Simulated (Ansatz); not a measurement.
Basis-set series for C2H10In2O2, SMILES `C[O+]1[InH2-][O+](C)[InH2-]1`. Total charge 0; spin multiplicity 1. In: def2 effective core potential. The structure was optimised at the PBE0-D4/def2-TZVP level.

```csv
functional,basis,functions,energy (Eh),HOMO (eV),LUMO (eV)
PBE0-D4,def2-TZVPP,364,-612.80457,-7.74,-0.82
PBE0-D4,def2-QZVPP,692,-612.82196,-7.76,-0.85
ωB97M-V,def2-TZVPP,364,-612.85456,-10.01,0.50
ωB97M-V,def2-QZVPP,692,-612.87145,-10.02,0.38
```

(1) Give the rows for def2-SVP. (Best estimate.)

Results:

(1) Ansatz gave: 
```csv
functional,basis,functions,energy (Eh),HOMO (eV),LUMO (eV)
PBE0-D4,def2-SVP,158,-612.52078,-7.64,-0.59
ωB97M-V,def2-SVP,158,-612.55894,-9.87,0.92
```

Positive LUMOs are unbound and depend on the basis.
